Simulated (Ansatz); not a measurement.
Gas-phase reaction R1 → 2 P1, each structure at its B3LYP-D3(BJ)/def2-TZVP stationary point, reached from a drawn start (curvature not checked).
R1, N2 (SMILES N#N) (charge 0, multiplicity 1):
```json
[
 {"atom": "N", "x (Å)": "0.0000", "y (Å)": "0.0000", "z (Å)": "-0.5454"},
 {"atom": "N", "x (Å)": "0.0000", "y (Å)": "0.0000", "z (Å)": "0.5454"}
]
```
P1: N atom, charge 0, multiplicity 4.

P less R. No zero-point or thermal terms; singlets are restricted closed shells; open shells are unrestricted.

Cores are frozen in the correlated methods.

The values were computed with Ansatz (an electronic-structure program) with Gaussian orbitals. Each number belongs to the level named beside it.

Question: Estimate the reaction energy that CCSD/cc-pVQZ returns for this input.

Answer: 213.5 kcal/mol

Question: Predict the reaction energy from CCSD(T)/cc-pVQZ.

Answer: 222.5 kcal/mol

Question: What is the computed reaction energy (wB97X-V/def2-TZVPP)?

Answer: 230.5 kcal/mol
